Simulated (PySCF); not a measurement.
Mapped SMILES: `[SiH3:1][O:2][CH:3]1[CH2:4][CH2:5]1` (H(Xn): hydrogen on atom n). Ha(C4), Ha(C5) are cis to O2 on the ring; Hb(C4), Hb(C5) are trans to O2 on the ring.

GIAO PBE0/pcSseg-1 shifts (PySCF 2.14.0 with density-fitted response routines, gas phase, non-relativistic, equivalent atoms averaged), each against references optimised in the same way as the molecule (TMS, H2O).

On the GFN2-xTB geometry: Si1 -40.7, O2 21.5, C3 50.5, C4/C5 7.9, H(Si1) 4.80, H(C3) 3.45, Ha(C4)/Ha(C5) 0.61, Hb(C4)/Hb(C5) 0.41 ppm.

What changes on the PBE0-D3(BJ)/def2-SVP geometry?

Results:


```csv
atoms,δ (ppm),change
Si1,-32.2,+8.5
O2,28.7,+7.2
C3,50.2,-0.3
C4/C5,8.2,+0.3
H(Si1),4.71,-0.09
H(C3),3.17,-0.28
Ha(C4)/Ha(C5),0.60,-0.01
Hb(C4)/Hb(C5),0.45,+0.04
```

Part of each change is the reference's own: σ(TMS, Si) goes from 349.2 to 352.0 ppm, σ(H2O, O) goes from 336.1 to 334.6 ppm, σ(TMS, C) goes from 186.9 to 184.4 ppm, σ(TMS, H) goes from 31.72 to 31.27 ppm.

Bonds between heavy atoms that differ most (equivalent bonds averaged): Si1–O2 1.621 → 1.671 Å, O2–C3 1.379 → 1.389 Å, C4–C5 1.503 → 1.508 Å, C3–C4 1.496 → 1.494 Å. Mean change of bonds to hydrogen: Si–H +0.032 Å, C–H +0.014 Å.
